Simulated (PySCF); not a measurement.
# Excitation energy of C²⁺ by level of theory

C²⁺ [He] 2s2 (1S) → C²⁺ [He] 2s1 2p1 (3P), as a difference of total energies. Calculation: PySCF 2.14, in dyall-acv3z (15s9p4d2f, 76 functions); no relativity, point nucleus. Correlated levels: valence and next inner shell: nothing frozen; virtual orbitals above 40 to 60 times the deepest correlated orbital energy dropped. The calculations carry no spin-orbit coupling.

```
                                method  excitation energy (cm⁻¹)
                                   UHF                     37394
    MP2 (valence and next inner shell)                     46714
SCS-MP2 (valence and next inner shell)                     49273
   CCSD (valence and next inner shell)                     52455
CCSD(T) (valence and next inner shell)                     52579
```

A first-order spin-orbit estimate (lowest level to lowest level, LS coupling) adds -0.007 eV.
